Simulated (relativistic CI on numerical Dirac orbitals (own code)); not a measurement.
**O5+: calculation against measurement**

Computed by Dirac-Coulomb-Breit CI, separate exchange-only KLI orbitals for each configuration, model QED (radiative potential, 1s self-energy scaled to tabulated hydrogen-like ionisation energies), valence Slater integrals scaled by 0.85, P86 correlation energy added to each configuration (own radial code, finite nucleus).

CI space (outside the closed core 1s2): 2s, 2p, 3s, 3p, 3d, 4s, 4p, 4f, 4d, 5s, 5p, 5g, 5f, 5d, 6s, 6p, 6d. Levels of other configurations are missing.

| Configuration | Term (tabulated) | J | Measured (cm⁻¹) | Computed | Error | Purity (%) |
| --- | --- | --- | --- | --- | --- | --- |
| 2s | 2S | 1/2 | 0.0 | 0 | 0 | 100 |
| 2p | 2P° | 1/2 | 96375.0 | 98748 | 2373 | 100 |
| 2p | 2P° | 3/2 | 96907.5 | 99265 | 2358 | 100 |
| 3s | 2S | 1/2 | 640039.8 | 639595 | -445 | 100 |
| 3p | 2P° | 1/2 | 666113.2 | 665726 | -388 | 100 |
| 3p | 2P° | 3/2 | 666269.8 | 665873 | -396 | 100 |
| 3d | 2D | 3/2 | 674625.7 | 672491 | -2135 | 100 |
| 3d | 2D | 5/2 | 674676.8 | 672537 | -2140 | 100 |
| 4s | 2S | 1/2 | 852696.0 | 852133 | -563 | 100 |
| 4p | 2P° | 1/2 | 863333.8 | 862799 | -535 | 100 |
| 4p | 2P° | 3/2 | 863397.7 | 862860 | -538 | 100 |
| 4d | 2D | 3/2 | 866880.1 | 866004 | -876 | 100 |
| 4d | 2D | 5/2 | 866901.5 | 866024 | -878 | 100 |
| 4f | 2F° | 5/2 | 867077.7 | 868983 | 1906 | 100 |
| 4f | 2F° | 7/2 | 867087.0 | 868993 | 1906 | 100 |
| 5s | 2S | 1/2 | 948690.0 | 948325 | -365 | 100 |
| 6s | 2S | 1/2 | 1000080.0 | 999950 | -130 | 100 |
| 6d | 2D | 3/2 | 1004170.0 | 1004081 | -89 | 100 |
| 6d | 2D | 5/2 | 1004184.0 | 1004086 | -98 | 100 |

Measured levels from Moore, Selected Tables of Atomic Spectra, NSRDS-NBS 3, section 8; pairs were made by configuration, J and term (by order where the table uses no LS term), so strongly mixed levels may be paired wrongly.

Mean error by configuration (cm⁻¹): 2p 2366; 3s -445; 3p -392; 3d -2137; 4s -563; 4p -536; 4d -877; 4f 1906; 5s -365; 6s -130; 6d -93. Over the excited levels the mean absolute error is 1007 cm⁻¹ (18 of the 18 excited levels that our extract of the source holds in range could be paired), and the median relative error of those above 1,000 cm⁻¹ is 0.068 %.
